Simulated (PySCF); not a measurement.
CH₅AlBrNO.

```xyz
10

Al    -0.6664     0.5390     0.0000
Br     0.4343    -1.4298     0.0000
O      0.1983     1.9870     0.0000
C      1.5202     2.4133     0.0000
H      1.7288     3.0333     0.8899
H      2.2408     1.5745     0.0000
H      1.7288     3.0333    -0.8899
N     -2.4214     0.5561     0.0000
H     -3.0045    -0.2717     0.0000
H     -2.9875     1.3963     0.0000
```
Charge 0, spin multiplicity 1.

The structure is a stationary point at PBE0-D3(BJ)/def2-SVP. The structure was generated by enumeration; whether it is a known compound was not checked. One conformer was computed; it need not be the lowest.

The numbers are results of PBE/pcSseg-1 (PySCF), not measurements. Non-relativistic, no solvent.

Computed absolute GIAO shielding of each atom: isotropic value and principal components (ppm):
```
atom  σ(iso)     σ11     σ22     σ33   span
----  ------  ------  ------  ------  -----
Al1    420.5   365.3   416.3   480.0  114.8
Br2   2811.4  2673.1  2743.2  3017.8  344.6
O3     294.6   200.5   324.0   359.3  158.8
C4     124.6    94.3   100.5   179.2   84.9
H5      27.3    23.0    24.6    34.2   11.2
H6      27.0    21.9    26.2    32.9   11.0
H7      27.3    23.0    24.6    34.2   11.2
N8     247.1   219.7   239.5   282.0   62.3
H9      30.8    23.6    28.0    40.7   17.2
H10     30.8    23.4    26.2    42.8   19.4
```
